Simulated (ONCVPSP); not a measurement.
## Potentials for B compared

Generated with ld1.x 7.5 (TM, RRKJ, ultrasoft, PAW), atompaw 4.2 or ONCVPSP 4.0.1. The cutoff is in Ry: for ld1.x and atompaw files where the sum of valence levels is converged to 10 mRy in a Bessel basis, for ONCV files where the hardest occupied wave has 1 mHa per electron of residual kinetic energy. The error is the largest all-electron minus pseudo excitation energy over each file’s own four to seven test configurations (ionisations up to +4, promotions, holes and added fractions of an electron), all of which were solved. The labels leave out finer settings (local radius, basis sizes, second energies), which also bear on the numbers. Spin-polarised tests are not counted. The rows are a selection from randomly drawn settings: files with unsolved tests, undetermined cutoffs or missed reference levels are left out.

A true bound ghost makes a file unfit for plane-wave use even where its test errors are small: the radial tests pick states by their node count and pass the ghost by.

```tsv
potential	cutoff (Ry)	largest error (meV)	bound ghosts
ONCV, PBE, scalar-relativistic, rc 1.55/4.00/3.70 (spd), local s, core correction yes, reference 2s1.75 2p1.25, qcut 4.7/3.7/2.7, projectors 0/2/2	20	+743	none
ONCV, LDA (Perdew-Wang 92), scalar-relativistic, rc 1.10/0.90/0.95 (spd), local smoothed, core correction yes, reference 2s1, qcut 4.7/11/11.2, projectors 2/2/3	28	+78	none
ONCV, PBE, non-relativistic, rc 1.25/1.10/1.25 (spd), local smoothed, core correction yes, reference 2s2, qcut 4.3/6.8/7.1, projectors 3/2/3	42	+16	s, d
ONCV, PBEsol, scalar-relativistic, rc 1.10/2.05 (sp), local smoothed, core correction yes, reference 2s2 2p1, qcut 7.4/3.6, projectors 2/3	62	+133	none
ONCV, LDA (Perdew-Wang 92), non-relativistic, rc 1.25/1.15/1.10 (spd), local smoothed, core correction yes, reference 2s1.5, qcut 6.1/8.2/10.2, projectors 2/2/1	27	+59	none
```

(1) Fill in the row for B: ONCV, PBE, non-relativistic, rc 1.05/2.95/2.90 (spd), local s, core correction yes, reference 2s1.5 2p1.5, qcut 4.8/5.4/3.3, projectors 0/2/3.

Results:

(1) cutoff 24 Ry, largest error +318 meV, bound ghosts: none.
